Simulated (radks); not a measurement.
Spherical quantum dot in the effective-mass picture: electrons in a hard-walled sphere of radius 2.34, with a point charge +1 (a donor) at the centre, all in effective atomic units (hartree* = m*/eps^2 hartree, bohr* = eps/m* bohr), one dielectric constant everywhere. Method: non-relativistic Kohn-Sham, exchange-only LDA, spin-polarised, spherical densities; computed with a radial shooting solver with Libxc functionals. Levels are named by radial order and angular momentum (1s, 1p, 1d, 2s, ...), and open shells are averaged over m. Results are scaled to m* = 0.076 and eps = 7.2, for which hartree* = 39.89 meV and bohr* = 5.013 nm.

N = 18, configuration 1s2 1p6 1d10. This is the lowest configuration that the search found. Occupied and some empty levels:

| level | occupation | eigenvalue (meV) | <r> (nm) |
|---|---|---|---|
| 1s | 2 | 415.93 | 6.694 |
| 1p | 6 | 444.32 | 7.647 |
| 1d | 10 | 482.98 | 8.103 |
| 2s | 0 | 507.49 | 5.214 |
| 1f | 0 | 532.61 | 8.423 |
| 2p | 0 | 592.38 | 6.059 |

Energy (meV): total 4686.44, kinetic 1819.9, external -499.39, Hartree 3778.7, exchange-correlation -412.71.

Electron density:

| r (nm) | n(r) (e/nm^3) |
|---|---|
| 0.320 | 0.002189 |
| 0.904 | 0.001845 |
| 1.49 | 0.001674 |
| 2.07 | 0.001651 |
| 2.66 | 0.001762 |
| 3.24 | 0.002003 |
| 3.83 | 0.002367 |
| 4.41 | 0.002843 |
| 5.00 | 0.003404 |
| 5.58 | 0.004001 |
| 6.17 | 0.004569 |
| 6.75 | 0.005006 |
| 7.33 | 0.005215 |
| 7.92 | 0.005090 |
| 8.50 | 0.004580 |
| 9.09 | 0.003700 |
| 9.68 | 0.002579 |
| 10.3 | 0.001449 |
| 10.8 | 0.0005424 |
| 11.4 | 0.00006324 |
